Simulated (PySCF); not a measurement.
dihydroxy(hydroxysilyl)silane (H6O3Si2), SMILES [SiH](O)([SiH2]O)O. Geometry optimised at ωB97X-D3(BJ)/def2-SVP. The values are those of a single conformer.

Computed equilibrium geometry at ωB97X-D3(BJ)/def2-SVP (PySCF confirms it by a frequency run) as bond lengths and angles (one conformer of several):
Atoms: O1 Si2 Si3 O4 O5 H6 H7 H8 H9 H10 H11. Bonds (Å): O1–Si2 1.692, O1–H6 0.963, Si2–Si3 2.327, Si2–H7 1.494, Si2–H8 1.497, Si3–O4 1.665, Si3–O5 1.668, Si3–H9 1.489, O4–H10 0.969, O5–H11 0.963. Bond angles (°): Si2–O1–H6 118.5, O1–Si2–Si3 96.9, O1–Si2–H7 111.2, O1–Si2–H8 110.8, Si3–Si2–H7 115.7, Si3–Si2–H8 114.8, H7–Si2–H8 107.2, Si2–Si3–O4 101.9, Si2–Si3–O5 106.5, Si2–Si3–H9 118.2, O4–Si3–O5 114.0, O4–Si3–H9 106.8, O5–Si3–H9 109.5, Si3–O4–H10 111.7, Si3–O5–H11 116.8.
Charge 0, spin multiplicity 1.
